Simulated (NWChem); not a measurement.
# Total energies of F2Sn

```
Sn
F 1 1.9598
F 1 1.9598 2 96.28
```
Charge 0, spin multiplicity 1.

Program: NWChem. The geometry was optimised at B3LYP/def2-SVP with def2 effective core potentials on Sn, a minimum by its harmonic frequencies.

Basis set: def2-SVP (54 functions).

```csv
method,total energy (Ha)
RHF,-412.13203
MP2,-412.59740
B2PLYP,-413.48253
PBE,-413.71404
B3LYP,-413.97128
BHandHLYP,-413.75149
CCSD(T),-412.61618
```

Total energies of different functionals aren't comparable as a measure of quality: only differences taken within one method are. 

Effective core potentials replace the inner electrons of Sn; spin-orbit coupling is left out. The correlated methods keep 6 core orbitals frozen. B3LYP has NWChem's definition, with VWN1-RPA local correlation. The structure started from a generated list of species. Coupled-cluster values serve here as a point of comparison, not as the truth.
